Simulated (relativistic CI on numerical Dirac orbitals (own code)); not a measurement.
d1 to d9 in one tetrahedral field

Computed with a parametric ligand-field model without spin-orbit coupling, by exact diagonalisation: B = 750, C = 3340, 10Dq = -3500 cm⁻¹ (Td; |10Dq|/B = 4.7) for every shell. Energies in cm⁻¹; the field energy is (0.6 n_e − 0.4 n_t2) × 10Dq of the ground term; g labels are left out.

```
Shell  Ground term  Electrons in e  Field energy  First spin-allowed bands  Lowest term of other spin
   d1           2E           1.000         -2100                  2T2 3500                           
   d2          3A2           2.000         -4200        3T2 3500, 3T1 6091                   1E 11890
   d3          4T1           1.876         -2365        4T2 2945, 4A2 6445                   2E 11699
   d4          5T2           2.000         -1400                   5E 3500                  3T1 14437
   d5          6A1           2.000             0                      none                  4T1 22469
   d6           5E           3.000         -2100                  5T2 3500                  3T1 14799
   d7            ?               ?             ?                         ?                          ?
   d8          3T1           3.876         -2365        3T2 2945, 3A2 6445                  1T2 11311
   d9          2T2           4.000         -1400                   2E 3500
```

Question: Fill in the row of d7.

Answer: Ground term: 4A2; Electrons in e: 4.000; Field energy: -4200; First spin-allowed bands: 4T2 3500, 4T1 6091; Lowest term of other spin: 2E 14605. Every shell keeps the spin of the free ion. Tetrahedral fields of 3d complexes are almost always too weak to pair spins. High-spin d^(n+5) repeats the spin-allowed bands of d^n, since the half-filled shell is spherical.
